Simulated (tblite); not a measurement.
Compound: C₆H₆N (charge -1).
Numbering: `[CH3:1][CH2:2][C:3]#[C:4][CH-:5][C:6]#[N:7]` (hydrogens: H8, H9, H10 on C1; H11, H12 on C2; H13 on C5)
Bond orders are those of one Lewis drawing.

Computed with GFN2-xTB (tblite), gas phase: L-BFGS steps from a force-field or distance-geometry start until the largest atomic force falls under 0.01 eV/Å.

Step 32: E = -514.3859 eV
```
atom  x, y, z in Å  |  force x, y, z in eV/Å
C1     -2.2949    0.1594   -0.3312    0.040  -0.036   0.048
C2     -1.1725    0.5878    0.6353   -0.059   0.008  -0.038
C3      0.1148   -0.0198    0.3208   -0.006   0.095   0.018
C4      1.1300   -0.4164   -0.2228   -0.040  -0.015  -0.013
C5      2.3296   -0.9150   -0.6897   -0.007  -0.003  -0.005
C6      3.3830   -0.1115   -1.0044   -0.027  -0.062   0.009
N7      4.3140    0.5388   -1.2857    0.058   0.057  -0.020
H8     -2.5209   -0.8990   -0.1908    0.022   0.040  -0.050
H9     -1.9692    0.3043   -1.3637   -0.065   0.012   0.128
H10    -3.2147    0.7312   -0.1609    0.123  -0.040  -0.013
H11    -1.0721    1.6824    0.5906    0.036   0.003  -0.037
H12    -1.4755    0.3451    1.6684   -0.051  -0.055  -0.049
H13     2.4441   -1.9868   -0.8449   -0.025  -0.004   0.021
```

Step 33: E = -514.3879 eV
```
atom  x, y, z in Å  |  force x, y, z in eV/Å
C1     -2.2896    0.1567   -0.3309    0.026  -0.024   0.018
C2     -1.1716    0.5945    0.6382   -0.109  -0.021  -0.087
C3      0.1175   -0.0074    0.3225   -0.006   0.096   0.033
C4      1.1292   -0.4150   -0.2191   -0.018  -0.015  -0.022
C5      2.3272   -0.9183   -0.6861   -0.001  -0.019  -0.014
C6      3.3823   -0.1194   -1.0065   -0.059  -0.036   0.020
N7      4.3101    0.5343   -1.2899    0.081   0.054  -0.026
H8     -2.5000   -0.9083   -0.2064    0.042   0.091  -0.042
H9     -1.9700    0.3238   -1.3624   -0.053  -0.015   0.134
H10    -3.2179    0.7130   -0.1546    0.117  -0.047   0.006
H11    -1.0833    1.6905    0.5912    0.053  -0.023  -0.019
H12    -1.4768    0.3464    1.6690   -0.036  -0.041  -0.033
H13     2.4384   -1.9903   -0.8439   -0.037   0.000   0.032
```

Question: Estimate the geometry and energy of step 34. (The exact step hangs on the optimiser's Hessian estimate; all steps are aligned on step 33, rigid shifts and turns removed.)

Answer: E = -514.3900 eV, largest force 0.146 eV/Å
```
atom  x, y, z in Å  |  force x, y, z in eV/Å
C1     -2.2840    0.1534   -0.3302   -0.002  -0.008  -0.021
C2     -1.1722    0.6000    0.6400   -0.104  -0.040  -0.095
C3      0.1207    0.0049    0.3272    0.006   0.072   0.032
C4      1.1277   -0.4132   -0.2155    0.003  -0.011  -0.028
C5      2.3246   -0.9203   -0.6825    0.003  -0.023  -0.020
C6      3.3821   -0.1267   -1.0087   -0.061   0.009   0.021
N7      4.3081    0.5287   -1.2952    0.061   0.022  -0.019
H8     -2.4791   -0.9167   -0.2241    0.058   0.108  -0.022
H9     -1.9734    0.3442   -1.3592   -0.020  -0.035   0.090
H10    -3.2190    0.6938   -0.1469    0.074  -0.039   0.035
H11    -1.0918    1.6967    0.5895    0.051  -0.034   0.001
H12    -1.4803    0.3483    1.6687   -0.020  -0.024  -0.015
H13     2.4323   -1.9927   -0.8421   -0.047   0.003   0.041
```

The energy changes by -0.0021 eV. The first-order estimate −F·Δx gives -0.0029 eV and the mean of the old and new forces, exact on a quadratic surface, -0.0021 eV. The step makes an angle of 79° with the force vector and moves no atom by more than 0.029 Å.

The cost below is that of the whole relaxation. Time: 0.47 s. Hardware: an Arm Neoverse V1 with one thread, shared host with 32 logical CPUs at a one-minute load of 11.
